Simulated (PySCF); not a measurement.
## IMoN: one-bond stretch

All numbers come from PySCF, UPBE0, basis Mo def2-SVP with ECP28, N def2-SVP, I def2-SVP with ECP28 (scalar-relativistic core potentials, no spin–orbit coupling, density fitting).

Rigid scan from the triplet minimum (Mo–I 2.668 Å, Mo–N 1.609 Å; I–Mo–N 116.9°). Coordinate: the bond from Mo to the last atom (I) scaled, the rest fixed. Energies in kJ/mol from the minimum.

Predict the curve at 0.92, 0.96, 1.00, 1.05, 1.12, 1.20, 1.35, 1.55, 1.80, 2.20.


```
scale of one bond  E (kJ/mol)  dipole size (D)  ⟨S²⟩
             0.92        27.6             4.13  2.06
             0.96         6.0             4.38  2.06
             1.00         0.0             4.65  2.06
             1.05         6.8             5.03  2.07
             1.12        31.5             5.61  2.08
             1.20        69.4             6.27  2.09
             1.35       142.6             7.22  2.16
             1.55       214.4                –  2.44
             1.80       258.3                –  2.72
             2.20       281.5                –  2.91
```

Spin contamination is strong at 1.55, 1.80, 2.20, so these points are less reliable.

With open d or f shells other occupations or spin states may lie lower. No spin–orbit coupling is included, which matters more the heavier the element.

Other isomers or separated fragments may lie lower.

The scan took 15 s on 2 threads of a shared Arm Neoverse V2 host; the process peaked at 0.69 GiB. Launch command: `OMP_NUM_THREADS=2 python axn.py task.json out`.
